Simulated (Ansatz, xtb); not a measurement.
**Relative energy of two structures of C4H9BSSi**

Structure I is `BC#C[C@H](C)S[SiH3]`, a singlet and structure II is a singlet given by its coordinates. Both are isolated molecules in the gas phase, relaxed with B3LYP/def2-SVP; the shapes shown needn't be the lowest conformers.

I (Å):

```tsv
atom	x (Å)	y (Å)	z (Å)
C	0.9020	-0.6323	-2.1982
C	0.5024	-0.6400	-1.0388
C	0.0364	-0.6400	0.3397
C	-0.3801	-2.0243	0.8543
B	1.3969	-0.6247	-3.6176
S	-1.4366	0.5107	0.5276
Si	-0.5859	2.4279	-0.0096
H	1.8832	0.3749	-4.0868
H	1.3142	-1.6190	-4.2957
H	0.8359	-0.2343	0.9828
H	-1.2062	-2.4316	0.2529
H	0.4720	-2.7184	0.7883
H	-0.7033	-1.9599	1.9039
H	-0.3455	2.5745	-1.4712
H	-1.6101	3.4130	0.4337
H	0.6954	2.6451	0.7234
```

II (Å):

```yaml
atoms:
  - { symbol: C, position_ang: [0.1137, -0.5693, -3.1422] }
  - { symbol: C, position_ang: [-0.0881, -1.3573, -2.2414] }
  - { symbol: C, position_ang: [-0.2873, -2.2869, -1.1354] }
  - { symbol: C, position_ang: [1.4818, -0.7834, 0.3917] }
  - { symbol: B, position_ang: [0.5349, -2.0042, 0.2039] }
  - { symbol: S, position_ang: [0.0529, -0.0328, 1.3664] }
  - { symbol: Si, position_ang: [-0.9531, 1.3359, -0.0053] }
  - { symbol: H, position_ang: [0.2795, 0.1146, -3.9527] }
  - { symbol: H, position_ang: [-1.3629, -2.3889, -0.9002] }
  - { symbol: H, position_ang: [0.0190, -3.3042, -1.4517] }
  - { symbol: H, position_ang: [0.4757, -2.8369, 1.0766] }
  - { symbol: H, position_ang: [1.7308, -0.1611, -0.4771] }
  - { symbol: H, position_ang: [2.3206, -0.8531, 1.0942] }
  - { symbol: H, position_ang: [-1.9569, 0.6597, -0.8662] }
  - { symbol: H, position_ang: [0.0506, 2.0665, -0.8239] }
  - { symbol: H, position_ang: [-1.6506, 2.2709, 0.9215] }
```

Close contacts (Å): C1–C2 1.21, C2–C3 1.46, C3–B5 1.60, C4–B5 1.56, C4–S6 1.89, B5–S6 2.34, S6–Si7 2.18, C1–H8 1.07, C3–H9 1.11, C3–H10 1.11, C4–H12 1.10, C4–H13 1.10, B5–H11 1.21, Si7–H14 1.49, Si7–H15 1.49, Si7–H16 1.49.

Q: Estimate E(II) − E(I) at the level CCSD(T)/def2-SVP + ΔMP2/def2-TZVPP.

A: Calculated at CCSD(T)/def2-SVP + ΔMP2/def2-TZVPP: E(II) − E(I) = −3.6 kcal/mol, so structure II lies lower.

How the difference moves with the method:

```tsv
level	geometry	E(II) − E(I) (kcal/mol)	departure from the last row (kcal/mol)	job, with rough time for the two
B3LYP/def2-SVP	B3LYP/def2-SVP	+0.1	+3.7	optimisation, 2.7 min
HF/def2-SVP	B3LYP/def2-SVP	+2.2	+5.8	part of the CCSD(T) run
MP2/def2-SVP	B3LYP/def2-SVP	−1.5	+2.1	part of the CCSD(T) run
CCSD(T)/def2-SVP	B3LYP/def2-SVP	−1.5	+2.1	single point
CCSD(T)/def2-SVP + ΔMP2/def2-TZVPP	B3LYP/def2-SVP	−3.6		single point, 89 s
```

HF/def2-SVP puts the two in the other order. B3LYP/def2-SVP finds them nearly level. The largest departure from CCSD(T)/def2-SVP + ΔMP2/def2-TZVPP is that of HF/def2-SVP, 5.8 kcal/mol. Levels run at GFN2-xTB geometries aren't shown. The last row adds to CCSD(T) the change of the MP2 difference between the two basis sets, here −2.1 kcal/mol.

With thermal terms from frequencies at re-optimised GFN2-xTB minima (ideal gas, soft modes damped towards free rotors, one conformer each, 298.15 K, 1 atm): on the last row, ΔE + ΔZPE = −2.5, ΔH = −3.2, ΔG = −1.0 kcal/mol.

The correlated steps freeze 15 core orbitals. Mirror images aren't counted in ΔG. Codes used: Ansatz 0.2.0, xtb 6.7.1; the last row on 4 threads of Arm Neoverse V1 on a shared host.
